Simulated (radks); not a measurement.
Values are calculated unless marked as measured or tabulated.
Question: Zn I, configuration [Ar] 3d10 4s2 (the NIST ground configuration). Level of theory: Dirac Kohn-Sham, BLYP, spin-unpolarised, spherical densities, finite nucleus; Fermi nuclear charge, rms radius 3.9283 fm (a radial shooting solver on a logarithmic mesh with Libxc functionals).

Spin-orbit splittings of the eigenvalues, e(l+1/2) - e(l-1/2), with zeta = 2 splitting/(2l+1) and mean radii in bohr:

shell  occ.  splitting (eV)  zeta (eV)  <r> j=l-1/2  <r> j=l+1/2
2p        6           23.89      15.93       0.1959       0.1993
3p        6               ?          ?       0.7059       0.7168
3d       10          0.3572     0.1429       0.9075       0.9163

Estimate the 3p splitting.

Answer: 3.075 eV (zeta = 2.050 eV).
